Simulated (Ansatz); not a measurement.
Input file for `O[CH2][Al]1[BH][CH2]1`:

```yaml
crystal:
  periodic: [false, false, false]
  atoms:
    - {symbol: O, position_ang: [-0.161661, 1.718331, -1.594955]}
    - {symbol: C, position_ang: [0.957738, 0.899644, -1.242697]}
    - {symbol: Al, position_ang: [0.278356, -0.810377, -0.484012]}
    - {symbol: B, position_ang: [-0.666549, -1.987568, 0.767207]}
    - {symbol: C, position_ang: [-0.586684, -0.708956, 1.474162]}
    - {symbol: H, position_ang: [-0.617455, 1.984969, -0.792792]}
    - {symbol: H, position_ang: [1.666339, 1.432049, -0.594514]}
    - {symbol: H, position_ang: [1.492281, 0.707397, -2.176688]}
    - {symbol: H, position_ang: [-1.219751, -3.001747, 1.028968]}
    - {symbol: H, position_ang: [-0.011829, 0.203621, 1.205215]}
    - {symbol: H, position_ang: [-1.065384, -0.494363, 2.430805]}
basis:
  gaussian: {orbitals: def2-TZVPP}
correlation: {method: ccsd_t}
```

```sh
$ ansatz run in.yaml --threads 4 --pin off --events-out ev --progress --plain --max-ram 10444MiB
```

Output of Ansatz, abridged:

```
Functional definition: HF
  name "HF"
  cite "Fock, Z. Phys. 61, 126 (1930) doi:10.1007/BF01340294"
  parent pbe
  exchange = exact_x
  correlation = 0
1488 factors; integrals over basis functions are off by at most 9.2e-4 eV
mean field evaluation 1: about -11441.8413 eV, gradient 4.4e1 eV
mean field evaluation 2: about -11442.0713 eV, gradient 4.4e1 eV
mean field evaluation 4: about -11446.9477 eV, gradient 4.3e0 eV
mean field evaluation 8: about -11447.0334 eV, gradient 3.0e-1 eV
mean field evaluation 32: about -11421.9936 eV, gradient 8.7e0 eV
mean field -11447.03400316 eV, -420.6707405377 hartree, gradient 3.8e-6 eV, S^2 0.000000; 0 other end points of the search recorded, 0 dependent functions left out
9 core orbitals not correlated: weight in the atoms' cores, before any rotation towards them, 1.000 or more for the frozen orbitals, at most 0.000 for the correlated occupied ones
reference -11447.03400316 eV, -420.6707405377 hartree; 13, 13 occupied and 228, 228 virtual orbitals, 1488 factors
second order -20.81698011 eV of doubles, -0.00000000 eV of singles
cycle   1  -21.18899191 eV  change   -3.7e-1 eV  update   1.0e-1
cycle   2  -21.71959445 eV  change   -5.3e-1 eV  update   3.3e-2
cycle   3  -21.83861393 eV  change   -1.2e-1 eV  update   1.8e-2
cycle   4  -21.83142557 eV  change    7.2e-3 eV  update   5.1e-3
cycle   5  -21.82906645 eV  change    2.4e-3 eV  update   2.8e-3
cycle   6  -21.83008583 eV  change   -1.0e-3 eV  update   1.0e-3
cycle   7  -21.82985373 eV  change    2.3e-4 eV  update   4.4e-4
cycle   8  -21.82971207 eV  change    1.4e-4 eV  update   1.7e-4
cycle   9  -21.82978665 eV  change   -7.5e-5 eV  update   7.6e-5
cycle  10  -21.82979628 eV  change   -9.6e-6 eV  update   3.4e-5
cycle  11  -21.82977397 eV  change    2.2e-5 eV  update   1.5e-5
perturbative correction -0.97895211 eV, -0.0359758263 hartree
Total energy: -11469.84272923 eV, -421.5089457606 hartree
```

Run time 110 s (4 threads of an Arm Neoverse V1 on a shared host); peak host memory 5.3 GiB.

The correlation energy is -22.809 eV, 4.3 % of it from (T); the T1 diagnostic reads 0.0132.
